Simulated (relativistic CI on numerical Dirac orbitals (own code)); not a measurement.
# Mn+ in a cubic cluster: 3p photoemission with charge transfer

Computed with a charge-transfer multiplet model of a cubic metal-ligand cluster with up to 3 ligand holes, Slater and spin-orbit integrals from Dirac-Coulomb-Breit ions, Slater integrals scaled by 0.7. The ground state mixes d6 with configurations of k ligand holes L, whose averages lie at kΔ + k(k − 1)U_dd/2; a core hole lowers each added d electron by U_cd. 300 K, Lorentzian 0.9 eV and Gaussian 0.8 eV FWHM.

Atomic integrals in eV (Slater integrals scaled, ζ unscaled), ground: F2dd 6.303, F4dd 3.879, zeta_d 0.031; with the core hole: F2dd 7.272, F4dd 4.520, zeta_d 0.037, zeta_core 0.813, F2cd 8.113, G1cd 10.093, G3cd 6.091.

Cluster parameters (eV): U_dd = 6.5, U_cd = 8, 10Dq = 1.25, 10Dq(ligand) = 1, V(eg) = 1.6, V(t2g) = -0.69, final-state hopping factor = 1.

```csv
Case,n_d,d6,d7L,d8L2,d9L3,S
Δ = 4 eV,6.31,0.71,0.28,0.02,0.00,0.01
Δ = 5 eV,6.25,0.77,0.22,0.01,0.00,0.02
Δ = 7 eV,6.16,0.85,0.15,0.00,0.00,0.02
```

Weights, n_d and S are thermal averages at 300 K. Binding energies count from the first peak over 30 % of the highest in each spectrum, which can be another peak from case to case. The parameters are a model scan and need not match a compound or its usual spin state. Peaks in eV (height, largest 100):
- Δ = 4 eV: 0.0 (100), 5.9 (70), 9.5 (47), 16.7 (13), 18.5 (9)
- Δ = 5 eV: 0.0 (100), 5.9 (80), 9.1 (38), 12.2 (21), 16.3 (11)
- Δ = 7 eV: 0.0 (100), 5.7 (77), 9.6 (17), 12.1 (24), 15.5 (8), 18.8 (5)

Curve for Δ = 7 eV (points under 2 left out, the grid thinned):

| E (eV) | Intensity |
| --- | --- |
| -4.6 | 2.0 |
| -4.0 | 2.6 |
| -3.5 | 3.3 |
| -2.9 | 4.7 |
| -2.3 | 7.3 |
| -1.8 | 12.1 |
| -1.2 | 27.9 |
| -0.6 | 70.3 |
| -0.1 | 99.8 |
| 0.5 | 79.6 |
| 1.1 | 47.0 |
| 1.6 | 27.2 |
| 2.2 | 19.3 |
| 2.8 | 21.5 |
| 3.3 | 25.7 |
| 3.9 | 31.9 |
| 4.5 | 42.4 |
| 5.0 | 59.9 |
| 5.6 | 76.9 |
| 6.2 | 64.8 |
| 6.7 | 46.8 |
| 7.3 | 30.3 |
| 7.8 | 21.8 |
| 8.4 | 17.8 |
| 9.0 | 16.6 |
| 9.5 | 16.6 |
| 10.1 | 16.0 |
| 10.7 | 15.2 |
| 11.2 | 17.3 |
| 11.8 | 22.8 |
| 12.4 | 22.3 |
| 12.9 | 16.1 |
| 13.5 | 11.0 |
| 14.1 | 8.8 |
| 14.6 | 7.9 |
| 15.2 | 7.8 |
| 15.8 | 7.7 |
| 16.3 | 6.6 |
| 16.9 | 5.3 |
| 17.5 | 4.9 |
| 18.0 | 4.7 |
| 18.6 | 5.1 |
| 19.2 | 4.7 |
| 19.7 | 3.3 |
| 20.3 | 2.1 |

For the case Δ = 7 eV, Δ = 7 eV is larger than U_dd = 6.5 eV, the Mott-Hubbard side of the Zaanen-Sawatzky-Allen scheme. With the core hole the configuration with one ligand hole lies at Δ − U_cd = -4.0, -3.0, -1.0 eV from the one without, in the order of the table; where this is negative the screened configuration lies lower, though the effective hopping of about 3.1 eV (from the holes of the mixed ground state) mixes the two strongly wherever it is as large as the gap.
